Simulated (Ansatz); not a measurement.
Basis-set series for CH5NSSi (`C1N[SiH2]S1`). The species carries charge 0 and has multiplicity 1. All single points use the PBE0-D4/def2-TZVP geometry.

| functional | basis | functions | energy (Eh) | HOMO (eV) | LUMO (eV) |
| --- | --- | --- | --- | --- | --- |
| PBE0-D4 | def2-TZVPP | 216 | -783.26670 | -6.80 | -0.38 |
| PBE0-D4 | def2-QZVPP | 404 | -783.29441 | -6.83 | -0.51 |
| ωB97M-V | def2-TZVPP | 216 | -783.54740 | -8.99 | 1.33 |
| ωB97M-V | def2-QZVPP | 404 | -783.57349 | -9.03 | 0.99 |

(1) Give the rows for def2-SVP. (Best estimate.)

## Answers

(1) Ansatz gave: 
```tsv
functional	basis	functions	energy (Eh)	HOMO (eV)	LUMO (eV)
PBE0-D4	def2-SVP	89	-782.91256	-6.70	-0.01
ωB97M-V	def2-SVP	89	-783.18965	-8.87	1.93
```

Positive LUMOs are unbound and depend on the basis.
